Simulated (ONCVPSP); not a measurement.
**u(r) = r·R(r): atom against pseudo-atom (Ni)**

Columns: radius, all-electron u(r) and pseudo u(r) of the 3d shell (level -17.92 eV) of nickel in the configuration [Ne] 3s2 3p6 3d8 4s1; PBE, scalar-relativistic, ONCV scheme, ONCVPSP 4.0.1.

```
r (bohr)  all-electron  pseudo
   0.075        0.0491  0.0162
   0.150        0.2183  0.1132
   0.225        0.4351  0.3118
   0.300        0.6355  0.5625
   0.375        0.7913  0.7878
   0.450        0.8981  0.9356
   0.525        0.9599  1.0007
   0.600        0.9853  1.0104
   0.675        0.9835  0.9931
   0.750        0.9629  0.9649
   0.825        0.9300  0.9301
   0.900        0.8896  0.8896
   0.975        0.8451  0.8451
   1.050        0.7988  0.7988
   1.125        0.7523  0.7523
   1.200        0.7067  0.7067
   1.275        0.6625  0.6625
   1.350        0.6201  0.6201
   1.425        0.5798  0.5798
   1.500        0.5417  0.5417
   1.575        0.5058  0.5058
   1.650        0.4720  0.4720
   1.725        0.4403  0.4403
   1.800        0.4107  0.4107
   1.875        0.3829  0.3829
   1.950        0.3569  0.3569
```

(1) How many radial nodes do the two functions have?

(2) At about which radius was the pseudo-wave matched?

(3) Is the pseudo-wave norm-conserving?

## Answers

(1) The all-electron 3d function has n − l − 1 = 0; the pseudo-wave has 0.

(2) 0.90 bohr. The columns agree to 0.0005 from 0.82 bohr on; several derivatives are matched, so the curves merge somewhat inside the radius.

(3) Yes: the ONCV scheme keeps the norm inside the radius equal to the all-electron one, which fixes the energy derivative of the logarithmic derivative at the level.
